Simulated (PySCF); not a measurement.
Run record: geometry optimisation, `C#C[CH2][BiH2]`.

Computed with PBE0-D3(BJ)/def2-SVP geometry optimisation, gas phase, def2 core potentials past Kr (PySCF 2.14.0). Start geometry: GFN2-xTB. The input is one job of a driver script: a line of settings, then coordinates in Å.

Input:
```
{"job": {"xc": "PBE0", "basis": "def2-SVP", "d3": "d3bj", "grid": 1, "maxiter": 30, "shake": 0.01, "kind": "geom"}, "charge": 0, "multiplicity": 1}
C     -2.274720     0.454360     0.448150
C     -1.251140    -0.063330     0.230900
C      0.010190    -0.668340    -0.002830
Bi     1.785580     0.758070     0.578520
H     -3.229900     0.923650     0.600270
H      0.135740    -1.561270     0.604470
H      0.167880    -0.915170    -1.042460
H      2.957480    -0.429780    -0.003220
H      1.756700     1.484650    -1.020300
```

Output:
```
step   0  E = -331.62220056  max force = 0.099433
step   1  E = -331.62854318  max force = 0.008957
step   2  E = -331.62861986  max force = 0.001367
step   3  E = -331.62863485  max force = 0.001009
step   4  E = -331.62864466  max force = 0.001173
step   5  E = -331.62865027  max force = 0.000763
step   6  E = -331.62865564  max force = 0.000508
step   7  E = -331.62866285  max force = 0.000989
step   8  E = -331.62866971  max force = 0.000893
step   9  E = -331.62867387  max force = 0.000439
optimisation converged
```

Energies in Eh; «max force» is the largest Cartesian gradient component in Eh/bohr.

Question: Give the first gradient maximum in eV/Å.

Answer: With 1 Eh/bohr = 51.422 eV/Å, 5.113 eV/Å.

Main results: final energy -331.62867 Eh after 9 steps; dipole 0.98 D.

Question: Give the final coordinates.

Answer: 0.123 Å rms from the input after alignment:
```
atom  x, y, z in Å
C1    -2.3605    0.4524    0.5478
C2    -1.3214   -0.1431    0.3478
C3    -0.0576   -0.7942    0.1320
Bi4    1.6556    0.6639    0.6759
H5    -3.2942    0.9550    0.7170
H6     0.0697   -1.6762    0.7774
H7     0.0891   -1.0924   -0.9151
H8     2.8915   -0.3965   -0.0983
H9     1.4462    1.5511   -0.8717
```

Question: Estimate the wall time. Hardware: one thread, Intel Xeon Platinum 8259CL at 2.50 GHz (x86_64), on a shared host. And the peak memory of the process?

Answer: About 56 s, with 0.40 GiB resident at the peak, the Python interpreter and its libraries included.
Labels such as C1 count atoms from 1, the log's own numbers from 0.
